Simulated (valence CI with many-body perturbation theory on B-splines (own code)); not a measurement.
## E1 line list for Sb2+

Level of theory: valence CI with perturbative core correlation (CI+MBPT): three valence electrons over a frozen Dirac-Fock core [Kr] 4d10, a basis of 11 s, 11 p, 9 d, 7 f, 5 g, 2 h, 1 i functions for each j, with the one-electron correlation potential Σ1, the two-electron term Σ2, the three-electron term Σ3, Breit, model QED; selected CI, second order for the rest, scaled by the run's own slope (own B-spline code, finite nucleus).

Against 16 measured levels this calculation errs by 201 cm⁻¹ on average and by 603 at most. These come from a selection out of Moore, Atomic Energy Levels, vol. III, NSRDS-NBS 35 (1971 reprint of NBS Circular 467, 1958), an old analysis. Levels without a partner in it may be off by more. 1 measured level below the end of the list, from 163388 cm⁻¹ on, found no clear computed partner, and computed levels of the same name lie up to 1446 cm⁻¹ from them.

Lines 151 to 200 of 227 in falling wavelength, among levels below 20.583 eV, chosen from the strongest by gf and those to the six lowest levels. Wavelengths and rates use the calculated energies, so an error of 200 cm⁻¹ moves a line at 115.6 nm by 0.23 % and its rate by three times that or more. Electric multipoles are in the length gauge, E1 and E2 with the static RPA response of the core. Weak lines are less certain than strong ones. Lines between different terms over intervals too small for the method are left out, as are lines whose strength nearly cancels. Where a level lies close to another of its J and parity, the split of strength between their lines is uncertain. The highest levels of a list are the least certain.

Names give the largest LS component (configuration and term), which can be under half, so a name can repeat, a term be missing and a line seem to break the LS rules; names also repeat where a configuration has a term twice. Letters in brackets count levels of one name in rising energy.

| λ vac (nm) | λ from measured levels | Upper | Lower | A (s⁻¹) | log gf | Branch % |
| --- | --- | --- | --- | --- | --- | --- |
| 120.3 |  | 5s.5p.5d 2D°_5/2 | 5s.5p2 4P_5/2 | 5.58e+05 | -3.14 | 0.8 |
| 119.5 |  | 5s.5p.5d 4P°_5/2 [a] | 5s.5p2 2D_3/2 | 5.17e+05 | -3.18 | 0.0 |
| 119.4 |  | 5s.5p.5d 4D°_1/2 | 5s.5p2 2D_3/2 | 9.72e+06 | -2.38 | 0.2 |
| 119.3 |  | 5s.5p.5d 4D°_3/2 | 5s.5p2 2D_3/2 | 6.12e+07 | -1.28 | 1.5 |
| 118.5 |  | 5s2.5f 2F°_5/2 | 5s.5p2 2D_3/2 | 1.47e+08 | -0.73 | 42.0 |
| 118.0 |  | 5p3 2D°_3/2 | 5s.5p2 4P_3/2 | 1.77e+07 | -1.83 | 11.3 |
| 117.7 |  | 5s.5p.6s 2P°_1/2 | 5s.5p2 2D_3/2 | 5.55e+07 | -1.64 | 2.7 |
| 116.9 |  | 5s.5p.5d 2P°_3/2 | 5s.5p2 2D_5/2 | 1.21e+08 | -1.00 | 9.8 |
| 115.9 |  | 5s.5p.6s 4P°_5/2 | 5s.5p2 2D_5/2 | 1.24e+08 | -0.83 | 3.8 |
| 115.6 | 115.8 | 5s.5p2 2S_1/2 | 5s2.5p 2P°_3/2 | 2.02e+08 | -1.09 | 9.5 |
| 115.6 |  | 5s.5p.5d 2D°_5/2 | 5s.5p2 4P_3/2 | 8.71e+06 | -1.98 | 12.3 |
| 115.5 |  | 5s.5p.5d 4D°_7/2 | 5s.5p2 2D_5/2 | 1.07e+08 | -0.77 | 2.0 |
| 115.1 |  | 5s.5p.5d 2P°_3/2 | 5s.5p2 2D_3/2 | 8.31e+06 | -2.18 | 0.7 |
| 114.8 | 115.2 | 5s2.6s 2S_1/2 | 5s2.5p 2P°_3/2 | 1.01e+09 | -0.40 | 29.3 |
| 114.3 |  | 5p3 4S°_3/2 | 5s.5p2 4P_5/2 | 1.09e+09 | -0.07 | 41.9 |
| 114.2 |  | 5s.5p.6s 4P°_5/2 | 5s.5p2 2D_3/2 | 6.62e+05 | -3.11 | 0.0 |
| 114.0 |  | 5p3 2D°_3/2 | 5s.5p2 4P_1/2 | 2.39e+07 | -1.73 | 15.3 |
| 113.7 |  | 5s2.7p 2P°_3/2 | 5s.5p2 4P_5/2 | 7.93e+07 | -1.21 | 34.6 |
| 113.6 |  | 5s.5p.5d 4F°_3/2 | 5s.5p2 4P_5/2 | 7.36e+08 | -0.24 | 40.5 |
| 112.4 |  | 5p3 2P°_1/2 | 5s.5p2 2D_3/2 | 2.82e+09 | 0.03 | 86.6 |
| 112.2 |  | 5s.5p.5d 4F°_5/2 | 5s.5p2 4P_5/2 | 4.82e+07 | -1.26 | 17.8 |
| 112.0 |  | 5s.5p.5d 4P°_5/2 [b] | 5s.5p2 2D_3/2 | 3.78e+06 | -2.37 | 0.1 |
| 110.4 |  | 5s2.7p 2P°_1/2 | 5s.5p2 4P_3/2 | 8.82e+06 | -2.49 | 5.6 |
| 110.0 |  | 5p3 4S°_3/2 | 5s.5p2 4P_3/2 | 7.40e+08 | -0.27 | 28.6 |
| 109.8 |  | 5s.5p.5d 4F°_7/2 | 5s.5p2 4P_5/2 | 3.09e+08 | -0.35 | 93.2 |
| 109.3 |  | 5s.5p.5d 4F°_3/2 | 5s.5p2 4P_3/2 | 8.73e+08 | -0.20 | 48.0 |
| 108.1 | 108.4 | 5s2.5d 2D_3/2 | 5s2.5p 2P°_3/2 | 7.74e+07 | -1.27 | 1.5 |
| 108.1 |  | 5s.5p.5d 4F°_5/2 | 5s.5p2 4P_3/2 | 1.96e+08 | -0.69 | 72.5 |
| 107.4 | 107.6 | 5s.5p2 2S_1/2 | 5s2.5p 2P°_1/2 | 1.93e+09 | -0.18 | 90.5 |
| 107.0 |  | 5s.5p2 2P_1/2 | 5s2.5p 2P°_3/2 | 3.37e+09 | 0.06 | 86.8 |
| 106.8 |  | 5s2.7p 2P°_1/2 | 5s.5p2 4P_1/2 | 1.62e+06 | -3.26 | 1.0 |
| 106.7 | 107.0 | 5s2.6s 2S_1/2 | 5s2.5p 2P°_1/2 | 2.43e+09 | -0.08 | 70.7 |
| 106.5 |  | 5p3 4S°_3/2 | 5s.5p2 4P_1/2 | 7.34e+08 | -0.30 | 28.3 |
| 106.3 | 106.6 | 5s2.5d 2D_5/2 | 5s2.5p 2P°_3/2 | 4.79e+09 | 0.69 | 100.0 |
| 106.0 |  | 5s2.7p 2P°_3/2 | 5s.5p2 4P_1/2 | 2.25e+07 | -1.82 | 9.8 |
| 105.9 |  | 5s.5p.5d 4F°_3/2 | 5s.5p2 4P_1/2 | 1.78e+08 | -0.92 | 9.8 |
| 105.8 |  | 5s.5p.6s 4P°_3/2 | 5s.5p2 4P_5/2 | 1.34e+09 | -0.05 | 41.6 |
| 104.5 | 104.8 | 5s.5p2 2P_3/2 | 5s2.5p 2P°_3/2 | 5.20e+09 | 0.53 | 98.6 |
| 104.2 |  | 5s.5p.5d 4P°_5/2 [a] | 5s.5p2 4P_5/2 | 3.59e+08 | -0.46 | 7.4 |
| 104.2 |  | 5s.5p.6s 4P°_1/2 | 5s.5p2 4P_3/2 | 1.95e+09 | -0.20 | 78.6 |
| 104.1 |  | 5s.5p.5d 4D°_3/2 | 5s.5p2 4P_5/2 | 3.81e+07 | -1.61 | 0.9 |
| 103.5 |  | 5s2.5f 2F°_7/2 | 5s.5p2 4P_5/2 | 5.36e+07 | -1.16 | 15.2 |
| 103.5 |  | 5s2.5f 2F°_5/2 | 5s.5p2 4P_5/2 | 1.01e+07 | -2.01 | 2.9 |
| 102.1 |  | 5s.5p.6s 4P°_3/2 | 5s.5p2 4P_3/2 | 6.07e+07 | -1.42 | 1.9 |
| 101.0 |  | 5s.5p.6s 4P°_1/2 | 5s.5p2 4P_1/2 | 5.05e+08 | -0.81 | 20.3 |
| 100.9 | 101.2 | 5s2.5d 2D_3/2 | 5s2.5p 2P°_1/2 | 5.26e+09 | 0.51 | 98.6 |
| 100.9 |  | 5s.5p.5d 2P°_3/2 | 5s.5p2 4P_5/2 | 1.08e+07 | -2.18 | 0.9 |
| 100.7 |  | 5s.5p.5d 4P°_5/2 [a] | 5s.5p2 4P_3/2 | 4.41e+09 | 0.60 | 91.3 |
| 100.6 |  | 5s.5p.5d 4D°_1/2 | 5s.5p2 4P_3/2 | 1.26e+08 | -1.42 | 3.1 |
| 100.5 |  | 5s.5p.5d 4D°_3/2 | 5s.5p2 4P_3/2 | 1.12e+09 | -0.17 | 27.8 |

Q: How does gf follow from A for the line at 107.0 nm?

A: gf = 1.4992 × (2J+1)_upper × A / σ², with σ = 93468 cm⁻¹ and 2J+1 = 2: gf = 1.16.
